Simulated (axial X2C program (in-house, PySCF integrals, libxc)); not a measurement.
Values are calculated unless marked as measured or tabulated.
**TeCl⁻: input and output of an EOM-EE-CCSD run**

Program: an in-house all-electron X2C program for linear molecules (integrals from PySCF).

Input and command:
```json
{"zs": [52, 17], "q": -1, "bas": ["dyall-acv3z", "dyall-av3z"], "r0": 2.35, "eom": "ee", "thr": -1.0, "nmax": 88}
```
```bash
python soeom.py task.json out
```

Keys: zs atomic numbers; q charge; bas basis sets; r0 starting distance in Å; eom kind of EOM run; thr threshold in hartree for freezing inner shells (an s shell follows its p shell); nmax most natural virtual spinors.

Output at R = 2.465 Å (near the PBE0 minimum at charge -1 of the determinant lowest at the starting distance; the state shown can have its own minimum elsewhere), reference TeCl⁻:

```
two-component X2C + atomic mean field  HF
basis functions 202  fitting functions 1007  grid points 5081
iter        total energy     max residual
   1      -7249.004695499     2.51e-01
   2      -7249.029208260     5.76e-03
   3      -7249.029950547     2.03e-03
   4      -7249.030068406     7.73e-04
   5      -7249.030096920     1.77e-04
   6      -7249.030103691     1.14e-04
   7      -7249.030105427     5.85e-05
   8      -7249.030106062     4.12e-05
   9      -7249.030106440     2.19e-05
  10      -7249.030106590     7.36e-06
  11      -7249.030106611     1.64e-06
  12      -7249.030106612     3.64e-07
converged
one-electron -10343.65282519  Coulomb 3111.58673467  exact exchange -202.61776175  xc functional 0.00000000  nuclear repulsion 189.77389633  atomic mean-field constant -4.12015067
correlated 14  virtual 276  natural virtual 88  E(MP2) -0.333943702  MP2 remainder -0.049989522
iter   CCSD correlation   residual
   1     -0.304098128   1.21e-01
   2     -0.311953342   4.42e-02
   3     -0.313177560   1.64e-02
   4     -0.313210299   6.05e-03
   5     -0.313223699   2.06e-03
   6     -0.313220068   7.68e-04
   7     -0.313218517   2.59e-04
   8     -0.313220260   1.07e-04
   9     -0.313220144   5.36e-05
  10     -0.313219860   3.16e-05
  11     -0.313219658   2.16e-05
  12     -0.313219562   1.33e-05
  13     -0.313219543   7.04e-06
(T) -0.011927624  T1 0.0166  D1 0.0312  max T2 0.041
EOM-EE-CCSD roots
2*Omega      energy/Eh   energy/eV  one-particle weight
    0       0.06242794      1.6988      0.952
    0       0.06356599      1.7297      0.951
    0       0.14090115      3.8341      0.950
    0       0.14200230      3.8641      0.941
    0       0.14204492      3.8652      0.941
    2       0.05201067      1.4153      0.953
    2       0.08026012      2.1840      0.943
    2       0.12629410      3.4366      0.942
    2       0.13995870      3.8085      0.948
    4       0.04692093      1.2768      0.953
    4       0.12385102      3.3702      0.945
    4       0.14169238      3.8556      0.943
    6       0.14227398      3.8715      0.949
```
T1 in the output is the amplitude norm over the root of the electron number; divide by √2 for the Lee–Taylor value.

Reference electrons by ω block (each with its −ω partner): 1/2: 23, 3/2: 10, 5/2: 2. Root energies count from the CCSD energy of the reference. For an anion, roots above electron detachment are held by the basis set. All roots sought are printed; those with a small one-particle weight need a further excitation, are placed far too high, and may in truth lie low or lowest. Inner shells are frozen, and levels at this size can be off by some tenths of an eV.
